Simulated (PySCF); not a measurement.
C₆H₈SeSi, SMILES [SiH3]c1ccc([SeH])cc1 at its GFN2-xTB optimised geometry (Å):

```
16

Si     3.1450    -0.0108     0.0000
C      1.2579    -0.0108     0.0000
C      0.5459     1.1860     0.0000
C     -0.8346     1.2032    -0.0150
C     -1.5370     0.0057    -0.0308
Se    -3.4522     0.0692    -0.0461
C     -0.8516    -1.2004    -0.0334
C      0.5298    -1.1970    -0.0183
H      3.6148    -1.3229     0.4467
H      3.6185     1.0362     0.9072
H      3.6253     0.2577    -1.3585
H      1.0832     2.1239     0.0144
H     -1.3732     2.1421    -0.0134
H     -3.6185    -1.3684    -0.0855
H     -1.3961    -2.1356    -0.0464
H      1.0546    -2.1421    -0.0183
```

Method: CAM-B3LYP/def2-TZVP (PySCF).

Map of the electrostatic potential (hartree/e), clipped to [-0.08, 0.12] on the plane z = 1.2 Å:

```
|      ...............    |
|     ................    |
|     ................    |
|     ................    |
|     ................    |
|     ...............     |
|     ...............     |
|      ...:....::....     |
|      ...::..:::...::.   |
|     ....:-::--..:=@@:   |
|     :::::-::--.:-@@@-.  |
|    -*+-:-:...::-%@@%:...|
|   .+@#--=:...-=+@@@#-...|
| ...-*+-:::...:-=@@@+:...|
|....::::.:-::-:.:=**=....|
|....:::..:-::-:..:-+=.   |
|....:::::::..::....::.   |
|....::::::...........    |
|......::::..........     |
|....................     |
|.....................    |
|.....................    |
|......................   |
|......................   |
|......................   |
```
Scale: ten equal steps from -0.012 (start of ' ') to 0.120 (end of '@'), in the order ' .:-=+*#%@'; x runs from -6.00 to 6.00, y from -6.00 (bottom) to 6.00 (top).
